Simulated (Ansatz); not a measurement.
The same path of CH$_{7}$NSi$_{2}$ (11 atoms, charge 0, multiplicity 1) was run twice with different band settings. The coordinate that changes most is the height of N1 over the plane of its neighbours.

The calculation used Ansatz 0.2.0, RKS B3LYP-D4/STO-3G.

Relaxed end points:

```xyz
11
Properties=species:S:1:pos:R:3
N -1.496 1.199 -0.645
Si 0.175 0.686 -0.285
C 0.330 -0.498 1.172
Si 0.725 -1.418 -0.434
H -1.527 1.656 -1.594
H -1.769 1.980 0.008
H 1.194 1.723 -0.334
H -0.592 -0.780 1.688
H 1.139 -0.334 1.888
H 2.097 -1.831 -0.613
H -0.212 -2.442 -0.831
```

```xyz
11
Properties=species:S:1:pos:R:3
N -1.315 1.578 -0.547
Si 0.249 0.767 -0.287
C 0.378 -0.370 1.201
Si 0.663 -1.383 -0.381
H -1.427 1.833 -1.563
H -2.104 0.901 -0.375
H 1.317 1.726 -0.470
H -0.539 -0.579 1.759
H 1.216 -0.226 1.888
H 1.988 -1.937 -0.551
H -0.361 -2.367 -0.652
```

Common settings: spring 5.0 eV/Å²; optimiser quadratic models (default); start path IDPP; force threshold 0.05 eV/Å; iteration limit 60; end points relaxed.

| run | movable images | climbing image |
| --- | --- | --- |
| 1 | 5 | yes |
| 2 | 4 | no |

**Question.** What does each run give, and how far can it be trusted?

**Answer.** Run 1: converged after 14 iterations, highest image 0.051 eV above the first end. A vibrational analysis at the climbing image gives one clearly imaginary mode, 372i cm⁻¹: a first-order saddle point.
Run 2: converged after 10 iterations, highest image 0.058 eV above the first end. No image climbed, so the highest image needn't sit at the top of the path.
Limits of this set-up: minimal basis.
